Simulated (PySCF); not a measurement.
**Correlation energy of Pd³⁺ (palladium, charge +3)**

[Kr] 4d7, high-spin 4F determinant. Computed with PySCF 2.14 in x2c-TZVPPall with one added diffuse shell each of s, p, d, f type (9s7p7d3f1g, 95 functions), with scalar relativity by spin-free X2C-1e. Frozen: [Ar] 3d10; 15 electrons correlated.

| level | correlation energy (mhartree) |
| --- | --- |
| CCSD | -441.76 |
| (T) | -8.12 |
| CCSD(T) | -449.88 |

Diagnostics: T1 = 0.0035, D1 = 0.0082, largest double amplitude 0.020.

Task: Is a single reference adequate?

Result: Yes, within this model without spin-orbit coupling: T1 lies below 0.03 and no double amplitude reaches 0.07.

This basis was not built for core-valence correlation, so the inner-shell part is incomplete.
